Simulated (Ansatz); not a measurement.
Start from `OC([SiH3])N[SiH3]` and change one atom or group to get `OC([SiH3])[SiH2]Cl`.

Ansatz, PBE0-D4/def2-TZVP geometries, multiplicity 1. Each molecule was computed in one conformer, which needn't be the lowest.

| property | `OC([SiH3])N[SiH3]` |
| --- | --- |
| HOMO energy (PBE/def2-TZVPP) / eV | -5.76 |
| HOMO–LUMO gap (ωB97M-V/def2-TZVPP) / eV | 11.03 |
| size of the dipole moment (PBE/def2-TZVPP) / D | 1.08 |
| LUMO energy (ωB97M-V/def2-TZVPP) / eV | 1.69 |
| LUMO energy (PBE0/def2-TZVPP) / eV | 0.10 |
| HOMO energy (ωB97M-V/def2-TZVPP) / eV | -9.34 |

Problem. Give the same properties after the change, and the shifts. (An estimate is asked.)

Solution. The calculation gave: 
| property | `OC([SiH3])[SiH2]Cl` | shift |
| --- | --- | --- |
| HOMO energy (PBE/def2-TZVPP) / eV | -6.46 | -0.70 |
| HOMO–LUMO gap (ωB97M-V/def2-TZVPP) / eV | 11.64 | 0.61 |
| size of the dipole moment (PBE/def2-TZVPP) / D | 0.96 | -0.12 |
| LUMO energy (ωB97M-V/def2-TZVPP) / eV | 1.40 | -0.29 |
| LUMO energy (PBE0/def2-TZVPP) / eV | -0.41 | -0.51 |
| HOMO energy (ωB97M-V/def2-TZVPP) / eV | -10.24 | -0.90 |

With PBE0 the HOMO falls by 0.88 eV and the LUMO falls by 0.51 eV, so the gap widens by about 0.37 eV. PBE moves the HOMO by -0.70 eV and ωB97M-V by -0.90 eV. Dipoles are sizes alone; their direction can turn.
